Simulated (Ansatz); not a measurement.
NbTe2⁺, relaxed as a singlet with RKS r2SCAN-D4/def2-TZVP in Ansatz, starting from the GFN1-xTB geometry. Force threshold 0.02 eV/Å.

In the def2 sets Nb, Te take a core potential; there is no spin–orbit coupling. The restricted singlet is unstable towards broken spin symmetry in Hartree–Fock (as tested in another run); at r2SCAN-D4/def2-TZVP this wasn't settled. The relaxation made no stability test and no search for a lower SCF solution. No other spin state of charge 1 was run. Another isomer (triplet) lies 0.93 eV lower at PBE0-D4/def2-TZVP; other spin states weren't run for this one.

Start:

Cartesian coordinates in Å:
```
Nb 0.6706 -0.7207 -1.1590
Te 0.8768 0.5777 1.1468
Te -1.5473 0.1430 0.0121
```

Estimate the energy that the relaxation releases and the steps that it takes.

6.9 kJ/mol, in 5 steps; 13 s on 4 threads of Arm Neoverse V2 on a shared host. No frequencies were taken in this run, so the end may be a saddle point.

Does the start keep its bonding and symmetry?

By distances, no bond broke or formed. The bond that changes most is Nb1–Te2, from 2.65 to 2.58 Å (atoms count from 1). Point group C2v at the start, C2v at the end, both within 0.05 Å.

Predict the relaxed structure.


Cartesian coordinates in Å:
```
Nb 0.642 -0.690 -1.109
Te 0.899 0.564 1.126
Te -1.542 0.126 -0.016
```
Bond lengths: 2 × Nb–Te 2.58 Å; 1 × Te–Te 2.73 Å.
